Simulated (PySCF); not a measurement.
Exercise with solution: dipole moment from atomic charges

Al(AsH2)(H)(OH) (AlAsH₄O), SMILES [OH][AlH][AsH2]. Atoms are numbered in the order given.

```xyz
7

Al     1.2632     0.3793     0.0632
As    -0.8865    -0.6563    -0.1922
H     -0.5559    -1.0706    -1.6183
H     -1.5086     0.6631    -0.6168
H      2.6254    -0.2726    -0.4216
O      1.2780     1.8753     0.8839
H      2.0473     2.4034     1.1075
```
Charge 0, spin multiplicity 1.

Geometry: ωB97X-D3(BJ)/def2-SVP. Other conformers were not sampled.

Charges (e) from B3LYP/def2-TZVPD in PySCF:

```csv
atom,IAO,ESP fit
Al1,0.875,0.802
As2,-0.152,-0.210
H3,-0.018,0.002
H4,-0.010,0.040
H5,-0.231,-0.273
O6,-0.830,-0.749
H7,0.367,0.389
```

The dipole moment of the full density is 1.31 D.

**Question.** What dipole moment does each set of point charges give, and which comes closer to that of the density?

**Answer.** 
μ = Σ q r, and 1 e Å = 4.8032 D.
IAO: Σ q r = (0.349, -0.167, -0.110) e Å, |μ| = 1.93 D.
ESP fit: Σ q r = (0.260, 0.071, -0.053) e Å, |μ| = 1.32 D.
ESP fit comes closer in size. Point charges leave out the atoms' own dipoles (lone pairs, polarised bonds); fits to the potential absorb them, partitions of the density don't.
